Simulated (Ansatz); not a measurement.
Cost and result for the atomization energy of `C[NH][Al]([NH2])[OH]` (12 atoms, 11 bonds).

```xyz
12

C    -1.7609    0.3696   -0.5313
N    -0.4865    0.9063   -0.1074
Al    0.9864    0.0169    0.3082
N     1.0388   -1.7446    0.2439
O     2.4125    0.8060    0.7856
H    -2.0526    0.7144   -1.5313
H    -2.5763    0.6224    0.1582
H    -1.7135   -0.7214   -0.5762
H    -0.5007    1.9131   -0.0604
H     0.2808   -2.3526   -0.0126
H     1.8587   -2.2820    0.4702
H     2.5133    1.7520    0.8531
```

Total charge 0; spin multiplicity 1. All single points use the PBE0-D4/def2-TZVP geometry. It is one conformer, not always the lowest. Program: Ansatz. All runs use 4 threads of an Arm Neoverse V1 on a shared host. Times are those of one run each, without the atoms' runs, and a repeat can differ threefold. Electronic energies, without spin–orbit coupling; frozen cores. CCSD(T)/CBS adds CCSD(T) − MP2 in def2-TZVPP to the MP2 limit, and its time is that of the two runs behind it. T1 = 0.010. B3LYP takes the VWN-RPA correlation (the form of Gaussian; ORCA's B3LYP/G).

CCSD(T)/CBS is a level of theory with its own doubt, some kJ/mol a heavy atom from the limit and from the frozen cores, so smaller differences don't rank the functionals.

```
                             level  functions  wall time
   PBE-D4/def2-TZVPP (with forces)        264      2.9 s
                PBE0-D4/def2-TZVPP        264        4 s
r2SCAN-D4/def2-TZVPP (with forces)        264        6 s
 B3LYP-D4/def2-TZVPP (with forces)        264      6.5 s
                 B2PLYP/def2-TZVPP        264      7.5 s
                ωB97X-V/def2-TZVPP        264       10 s
  ωB97M-V/def2-TZVPP (with forces)        264       15 s
                    MP2/def2-QZVPP        508       35 s
                CCSD(T)/def2-TZVPP        264    3.7 min
                 CCSD(T)/CBS(def2)          –    4.3 min
```

Q: What atomization energy does each give, and how far from CCSD(T)/CBS? (Best estimate.)

A: Computed: 
```tsv
level	atomization (kJ/mol)	difference from CCSD(T)/CBS	per bond
PBE-D4/def2-TZVPP (with forces)	4497.9	54.4	4.9
PBE0-D4/def2-TZVPP	4402.5	-41.0	-3.7
r2SCAN-D4/def2-TZVPP (with forces)	4416.3	-27.2	-2.5
B3LYP-D4/def2-TZVPP (with forces)	4439.2	-4.3	-0.4
B2PLYP/def2-TZVPP	4390.5	-53.0	-4.8
ωB97X-V/def2-TZVPP	4441.7	-1.8	-0.2
ωB97M-V/def2-TZVPP (with forces)	4446.9	3.4	0.3
MP2/def2-QZVPP	4462.6	19.1	1.7
CCSD(T)/def2-TZVPP	4302.3	-141.2	-12.8
CCSD(T)/CBS(def2)	4443.5	0.0	0.0
```

In def2-TZVPP, CCSD(T) changes the Hartree–Fock value by +1211.7 kJ/mol (the triples alone add +63.9 kJ/mol) and MP2 by +1286.9 kJ/mol; breaking electron pairs costs correlation energy, which Hartree–Fock lacks. From PBE to PBE0 (25 % exact exchange), in def2-TZVPP and without D4, the atomization energy moves by −92.2 kJ/mol: exact exchange takes away binding that semilocal exchange gives to molecules. The D4 term adds +32.8 kJ/mol with B3LYP and +17.4 kJ/mol with PBE0; it sums over pairs of atoms, weighted by their polarisabilities, and B3LYP, whose exchange is more repulsive, gets the larger term.
